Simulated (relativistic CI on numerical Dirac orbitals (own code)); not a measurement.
Ligand-field terms of d2

Computed with a parametric ligand-field model of a d^n configuration (Racah B and C, spin-orbit zeta, crystal field), exact diagonalisation.

Field parameters in Wybourne normalisation: D3d B²₀ = −7Dσ, B⁴₀ = −14Dq − 21Dτ, B⁴₃ = −14√(10/7) Dq; D4h B²₀ = −7Ds, B⁴₀ = 21(Dq − Dt), B⁴₄ = 21√(5/14) Dq; Oh B⁴₀ = 21Dq, B⁴₄ = √(5/14) B⁴₀; Td as Oh with Dq negative (B⁴₀ = 21Dq, B⁴₄ = √(5/14) B⁴₀). The field is a parameter set, without covalency.

A d2 ion in Oh symmetry has the ground term 3T1 and bands at 3T2 3627 cm⁻¹ (2757 nm), 1T2 4677 cm⁻¹ (2138 nm), 1E 4834 cm⁻¹ (2069 nm), 3A2 7727 cm⁻¹ (1294 nm), 3T1 8103 cm⁻¹ (1234 nm), 1T2 9086 cm⁻¹ (1101 nm). Which parameters reproduce them?

B = 330, C = 1250, ζ = 0 cm⁻¹, Oh, 10Dq = 4100 cm⁻¹.

Ground term and bands for B = 930, C = 3420, ζ = 0 cm⁻¹, D4h, 10Dq = 20750, Ds = 200, Dt = -510 cm⁻¹?

Ground term 3A2 with 0.02 electrons in the two orbitals of the cubic e set. Spin-allowed: 3E 3016 cm⁻¹ (3315 nm), 3E 22364 cm⁻¹ (447 nm), 3B2 26868 cm⁻¹ (372 nm), 3E 35474 cm⁻¹ (282 nm). Lowest spin-forbidden: 1B2 12911 cm⁻¹ (775 nm), 1B1 13066 cm⁻¹ (765 nm), 1E 15928 cm⁻¹ (628 nm).

A d2 ion in Oh symmetry has the ground term 3T1 and bands at 3T2 3982 cm⁻¹ (2511 nm), 3A2 8682 cm⁻¹ (1152 nm), 1T2 14217 cm⁻¹ (703 nm), 1E 14905 cm⁻¹ (671 nm), 3T1 16163 cm⁻¹ (619 nm), 1T2 21306 cm⁻¹ (469 nm). Which parameters reproduce them?

B = 860, C = 4410, ζ = 0 cm⁻¹, Oh, 10Dq = 4700 cm⁻¹.

A d2 ion in Td symmetry has the ground term 3A2 and bands at 3T2 2200 cm⁻¹, 3T1 3860 cm⁻¹ (2590 nm), 1E 9909 cm⁻¹ (1009 nm), 3T1 11740 cm⁻¹ (852 nm), 1T2 11754 cm⁻¹ (851 nm), 1A1 14606 cm⁻¹ (685 nm). Which parameters reproduce them?

B = 600, C = 2930, ζ = 0 cm⁻¹, Td, 10Dq = -2200 cm⁻¹.

Ground term and bands for B = 990, C = 3900, ζ = 0 cm⁻¹, D3d, 10Dq = 24950, Dσ = -1200, Dτ = 330 cm⁻¹?

Ground term 3E with 0.05 electrons in the two orbitals of the cubic e set. Spin-allowed: 3A2 151 cm⁻¹, 3A1 24048 cm⁻¹ (416 nm), 3E 24767 cm⁻¹ (404 nm), 3A2 35305 cm⁻¹ (283 nm). Lowest spin-forbidden: 1E 13785 cm⁻¹ (725 nm), 1A1 14560 cm⁻¹ (687 nm), 1E 14706 cm⁻¹ (680 nm).
